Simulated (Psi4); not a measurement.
Psi4 input (wB97X-D/6-311+G**):

```
memory 1500 MB

molecule {
0 2
N     0.43107000    1.45950000   -1.10901700
Si    0.09147100   -0.07482900   -0.35322500
N     1.39334000   -1.15391300   -0.19792200
N    -1.11291600   -0.86942200   -1.24970900
Cl   -0.38610900    0.45802300    1.60548600
H    -0.38951200    2.05468300   -1.24451000
H     2.02782300   -1.07312300    0.57970000
H     1.84821500   -1.52051400   -1.01938700
H    -1.26714300   -1.85939700   -1.14285800
H    -1.91658800   -0.39358200   -1.62451800
symmetry c1
no_reorient
no_com
}

set {
  basis 6-311+G**
  reference uks
  scf_type df
  df_basis_scf def2-universal-jkfit
  dft_radial_points 99
  dft_spherical_points 590
  e_convergence 1e-8
  d_convergence 1e-7
  maxiter 150
}

e = energy('wb97x-d')
print_out(f'\nFINAL {e:.10f} DIPOLE {variable("CURRENT DIPOLE")[0]:.6f} {variable("CURRENT DIPOLE")[1]:.6f} {variable("CURRENT DIPOLE")[2]:.6f}\n')
```

Output:

```
   => Loading Basis Set <=

    Name: 6-311+G**
    Role: ORBITAL
    Keyword: BASIS
    atoms 1, 3-4 entry N          line   150 file 6-311pgss.gbs
    atoms 2      entry SI         line   351 file 6-311pgss.gbs
    atoms 5      entry CL         line   468 file 6-311pgss.gbs
    atoms 6-10   entry H          line    42 file 6-311pgss.gbs

   => WB97X-D: Empirical Dispersion <=

    Chai and Head-Gordon Dispersion Correction
    Chai, J.-D.; Head-Gordon, M. (2010), J. Chem. Phys., 132: 6615-6620

        s6 =       1.000000

         ---------------------------------------------------------
                                   SCF
               by Justin Turney, Rob Parrish, Andy Simmonett
                          and Daniel G. A. Smith
                              UKS Reference
         ---------------------------------------------------------

  ==> Geometry <==

    Molecular point group: c1
    Full point group: C1

    Geometry (in Angstrom), charge = 0, multiplicity = 2:

       Center              X                  Y                   Z               Mass
    ------------   -----------------  -----------------  -----------------  -----------------
         N            0.431070000000     1.459500000000    -1.109017000000    14.003074004430
         SI           0.091471000000    -0.074829000000    -0.353225000000    27.976926534650
         N            1.393340000000    -1.153913000000    -0.197922000000    14.003074004430
         N           -1.112916000000    -0.869422000000    -1.249709000000    14.003074004430
         CL          -0.386109000000     0.458023000000     1.605486000000    34.968852682000
         H           -0.389512000000     2.054683000000    -1.244510000000     1.007825032230
         H            2.027823000000    -1.073123000000     0.579700000000     1.007825032230
         H            1.848215000000    -1.520514000000    -1.019387000000     1.007825032230
         H           -1.267143000000    -1.859397000000    -1.142858000000     1.007825032230
         H           -1.916588000000    -0.393582000000    -1.624518000000     1.007825032230

  Running in c1 symmetry.

  Rotational constants: A =      0.12567  B =      0.08021  C =      0.07552 [cm^-1]
  Rotational constants: A =   3767.34529  B =   2404.69940  C =   2264.03087 [MHz]
  Nuclear repulsion =  299.880385374337720

  Charge       = 0
  Multiplicity = 2
  Electrons    = 57
  Nalpha       = 29
  Nbeta        = 28

  ==> Algorithm <==

  SCF Algorithm Type is DF.
  DIIS enabled.
[...]
      25A     -0.410254    26A     -0.370650    27A     -0.367070
      28A     -0.360532

    Beta Virtual:

      29A     -0.061536    30A      0.043039    31A      0.066857
      32A      0.079743    33A      0.083632    34A      0.122302
      35A      0.134606    36A      0.141551    37A      0.150960
      38A      0.157172    39A      0.164422    40A      0.176424
      41A      0.186834    42A      0.190961    43A      0.195538
      44A      0.207155    45A      0.209396    46A      0.215811
      47A      0.220101    48A      0.227651    49A      0.239702
      50A      0.251800    51A      0.258670    52A      0.271836
      53A      0.272326    54A      0.280509    55A      0.303790
      56A      0.334359    57A      0.342888    58A      0.352579
      59A      0.401877    60A      0.421338    61A      0.425238
      62A      0.495024    63A      0.524760    64A      0.550077
      65A      0.563480    66A      0.590695    67A      0.624308
      68A      0.643489    69A      0.694013    70A      0.714161
      71A      0.728648    72A      0.765703    73A      0.787034
      74A      0.796235    75A      0.836445    76A      0.881936
      77A      0.905225    78A      0.926354    79A      0.934795
      80A      0.954692    81A      0.973501    82A      0.985055
      83A      0.994816    84A      1.000142    85A      1.017797
      86A      1.022413    87A      1.048988    88A      1.051818
      89A      1.077987    90A      1.204656    91A      1.211972
      92A      1.269257    93A      1.294443    94A      1.316366
      95A      1.351159    96A      1.404979    97A      1.429400
      98A      1.473119    99A      1.531144   100A      1.587655
     101A      1.607325   102A      1.676702   103A      1.697191
     104A      1.742865   105A      1.873967   106A      1.907436
     107A      2.022830   108A      2.040041   109A      2.062413
     110A      2.095887   111A      2.117259   112A      2.209237
     113A      2.359020   114A      2.387744   115A      2.417957
     116A      2.447968   117A      2.455465   118A      2.471487
     119A      2.498261   120A      2.514783   121A      2.547041
     122A      2.563578   123A      2.602195   124A      2.652606
     125A      2.706063   126A      2.757244   127A      2.847319
     128A      2.852791   129A      2.905546   130A      3.031240
     131A      3.048043   132A      3.091538   133A      3.145942
     134A      3.151094   135A      3.954891   136A      3.968741
     137A      4.001984   138A      4.047228   139A      4.329833
     140A      4.443330   141A      4.529671   142A      4.829206
     143A      4.833745   144A      5.858003   145A      9.834175
     146A     11.521725   147A     11.622955   148A     11.654391
     149A     26.020857   150A     26.034864   151A     26.427127
     152A     35.568480   153A     35.684021   154A     35.706117
     155A    141.341856   156A    215.912874

    Final Occupation by Irrep:
              A
    DOCC [    28 ]
    SOCC [     1 ]
    NA   [    29 ]
    NB   [    28 ]

  @DF-UKS Final Energy:  -917.04612924906075

   => Energetics <=

    Nuclear Repulsion Energy =            299.8803853743377204
    One-Electron Energy =               -1860.7199253265612242
    Two-Electron Energy =                 695.3472224517978475
    DFT Exchange-Correlation Energy =     -51.5503751530380896
    Empirical Dispersion Energy =          -0.0034365955969806
    VV10 Nonlocal Energy =                  0.0000000000000000
    Total Energy =                       -917.0461292490607548

  UHF NO Occupations:
  HONO-2 :   27  A 1.9995995
  HONO-1 :   28  A 1.9990996
  HONO-0 :   29  A 1.0000000
  LUNO+0 :   30  A 0.0009004
  LUNO+1 :   31  A 0.0004005
  LUNO+2 :   32  A 0.0003105
  LUNO+3 :   33  A 0.0002962

Computation Completed

Properties will be evaluated at   0.000000,   0.000000,   0.000000 [a0]

Properties computed using the SCF density matrix

 Multipole Moments:

 ------------------------------------------------------------------------------------
     Multipole            Electronic (a.u.)      Nuclear  (a.u.)        Total (a.u.)
 ------------------------------------------------------------------------------------

 L = 1.  Multiply by 2.5417464519 to convert [e a0] to [Debye]
 Dipole X            :         -0.3964692           -0.0000113           -0.3964806
 Dipole Y            :         -0.5634098            0.0000132           -0.5633966
 Dipole Z            :         -0.6633705            0.0000057           -0.6633649
 Magnitude           :                                                    0.9563815

 ------------------------------------------------------------------------------------

FINAL -917.0461292491 DIPOLE -0.396481 -0.563397 -0.663365

*** Psi4 exiting successfully. Buy a developer a beer!
```

The geometry given is a B3LYP-D3(BJ)/def2-TZVP minimum.
